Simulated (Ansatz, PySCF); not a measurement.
C₃H₅, SMILES [CH2]C=C (connectivity only; charge and spin as stated), charge +1, multiplicity 1.

Geometry: B3LYP-D3(BJ)/def2-TZVP. The spin state was assumed, not searched. The isomer is the one that the SMILES or the coordinates give; other isomers of the formula were not compared.

Vertical ionisation energy (IE) and electron affinity (EA) in eV. Rows of orbital energies are one-electron estimates. Where ΔSCF, EOM or ADC give a negative EA the extra electron is unbound and the value depends on the basis.

```
level                                                                   IE     EA
-------------------------------------------------------------------  -----  -----
−ε(HOMO), −ε(LUMO), M06-2X/def2-TZVPD (PySCF)                        17.11   9.31
−ε(HOMO), −ε(LUMO), PBE/def2-TZVPD (PySCF)                           15.07  11.41
ADC(2)/aug-cc-pVDZ (PySCF)                                           18.08   8.09
ΔSCF, PBE0/def2-SVPD (Ansatz), final states of multiplicity 2 and 2  18.59   8.13
ΔSCF, PBE/def2-SVPD (Ansatz), final states of multiplicity 2 and 2   18.88   8.05
```

Problem. What vertical singlet–triplet gap does ΔSCF give with PBE0/def2-SVPD (Ansatz, a first-principles code) and with PBE/def2-SVPD (Ansatz)? (Estimate from the structure and the level; the computed values follow.)

Solution. 2.62 and 2.85 eV (triplet above singlet where positive).

Computed lowest 1s main lines (those of the lightest heavy element) from CVS-ADC(2)-x/aug-cc-pVDZ (PySCF, non-relativistic), with pole strengths:
298.7 eV (1.51), 300.3 eV (1.37), 300.3 eV (1.37).

Problem. Beyond the first one, list the lowest photoelectron lines from ADC(2)/aug-cc-pVDZ (PySCF) with their pole strengths (two spins summed). (Estimate from the structure and the level; the computed values follow.)

Solution. 19.71 eV (1.80), 20.30 eV (1.78), 21.91 eV (1.74), 23.10 eV (1.70), 25.43 eV (1.70).
